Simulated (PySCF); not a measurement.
Sulfur: a sound run and one with changed settings

Sound run: S²⁺ [Ne] 3s2 3p2, S³⁺ [Ne] 3s2 3p1. Computed with PySCF 2.14 in x2c-TZVPall (5s5p2d1f, 37 functions), with the spin-free X2C one-electron Hamiltonian (Gaussian nucleus). The sound run starts from symmetry-adapted Hartree-Fock orbitals and uses a fine grid where one is needed.

A second run was set up differently.

| species | method | sound run (hartree) | changed run (hartree) | converged |
| --- | --- | --- | --- | --- |
| S²⁺ | UHF | -397.41108 | -397.41108 | yes |
| S²⁺ | LDA | -396.55619 | -396.51392 | yes |
| S²⁺ | r2SCAN | -397.92785 | -397.85336 | yes |
| S³⁺ | UHF | -396.15648 | -396.15648 | yes |
| S³⁺ | LDA | -395.27489 | -395.25402 | yes |
| S³⁺ | r2SCAN | -396.64137 | -396.59378 | yes |

Ionisation energy of S²⁺:

| method | sound run (eV) | changed run (eV) |
| --- | --- | --- |
| UHF | 34.139 | 34.139 |
| LDA | 34.866 | 34.284 |
| r2SCAN | 35.007 | 34.275 |

(1) What was changed?
A. minimal basis
B. basis contracted for another Hamiltonian
C. radial grid too coarse
D. level shift left on

Results:

(1) C. It used radial step 0.8 in ln r (0.13 in the sound run). A coarse radial grid mis-integrates the density and the exchange-correlation energy, with errors of either sign; Hartree-Fock needs no grid.
